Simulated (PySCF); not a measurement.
**Nuclear quadrupole coupling in `O=C([SiH3])O[C@@]1(F)C[C@@H]1CF`**

Species: C5H8F2O2Si.
Z-matrix (Å and degrees, GFN2-xTB geometry), rows numbered from 1:
```
O 
C   1  1.1983
Si  2  1.9161  1  127.93
O   2  1.3691  1  122.63  3  -178.67
C   4  1.3809  2  117.60  1     4.80
F   5  1.3673  4  110.30  2    81.26
C   5  1.4886  4  121.25  2  -136.11
C   5  1.4962  4  122.10  2   -62.88
C   8  1.5052  5  119.20  7  -110.38
F   9  1.3749  8  110.18  5   154.57
H   3  1.4612  2  106.52  1   -94.34
H   3  1.4599  2  106.60  1   146.33
H   3  1.4596  2  106.83  1    25.09
H   7  1.0779  5  117.97  8  -108.64
H   7  1.0790  5  116.70  8   108.24
H   8  1.0832  5  116.36  7   107.04
H   9  1.0949  8  110.71  5   -87.30
H   9  1.0941  8  111.55  5    35.92
```

Field gradients from the PBE0/pcSseg-1 density (PySCF, non-relativistic), principal values in atomic units, ordered |Vxx| ≤ |Vyy| ≤ |Vzz|:

| atom | Vxx | Vyy | Vzz |
| --- | --- | --- | --- |
| O1 | 0.5038 | 1.1426 | -1.6464 |
| O4 | -0.5722 | -1.1476 | 1.7198 |

Problem. Find the asymmetry η = (Vxx − Vyy)/Vzz and the couplings χ = eQV/h (234.96 MHz × Q in barn × V in au), with Q(17O) = −0.0256 b.

Solution. 
```tsv
atom	environment	nucleus	η	χzz (MHz)	χxx (MHz)	χyy (MHz)
O1	carbonyl oxygen	17O	0.39	9.90	-3.03	-6.87
O4	oxygen singly bound to a carbonyl carbon	17O	0.33	-10.34	3.44	6.90
```

The tensor is traceless: Vxx + Vyy + Vzz = 0.

Problem. What is Vzz at O4 in SI units (1 au = 9.71736 × 10²¹ V/m²)?

Solution. 1.7198 au = 16.712 × 10²¹ V/m².

Problem. And the gradient at the other heavy atoms, for which no coupling is worked out here?

Solution. 
```json
{"atom": "C2", "environment": "carbonyl carbon", "Vzz (au)": "-0.491", "η": "0.72"}
{"atom": "Si3", "environment": "SiH3 silicon", "Vzz (au)": "0.354", "η": "0.06"}
{"atom": "C5", "environment": "sp3 C–F carbon", "Vzz (au)": "-0.619", "η": "0.53"}
{"atom": "F6", "environment": "alkyl fluorine", "Vzz (au)": "3.053", "η": "0.09"}
{"atom": "C7", "environment": "three-membered-ring carbon", "Vzz (au)": "0.190", "η": "0.15"}
{"atom": "C8", "environment": "three-membered-ring carbon", "Vzz (au)": "0.182", "η": "0.15"}
{"atom": "C9", "environment": "sp3 C–F carbon", "Vzz (au)": "0.524", "η": "0.28"}
{"atom": "F10", "environment": "alkyl fluorine", "Vzz (au)": "3.097", "η": "0.05"}
```

Problem. What couplings would deuterons (Q(2H) = 0.00286 b) have in place of the hydrogens, at this geometry?

Solution. 
```tsv
atom	bonded to	bond length (Å)	Vzz (au)	η	χzz (kHz)
H11	Si3	1.461	0.1625	0.02	109
H12	Si3	1.460	0.1630	0.01	110
H13	Si3	1.460	0.1629	0.01	109
H14	C7	1.078	0.3320	0.06	223
H15	C7	1.079	0.3290	0.07	221
H16	C8	1.083	0.3182	0.09	214
H17	C9	1.095	0.2856	0.06	192
H18	C9	1.094	0.2859	0.05	192
```

Geometry: GFN2-xTB, one conformer, isolated molecule. GFN2-xTB bond lengths can be off by several hundredths of an ångström, more for odd bonds, and the gradients follow them. The small basis limits the accuracy of the gradients.
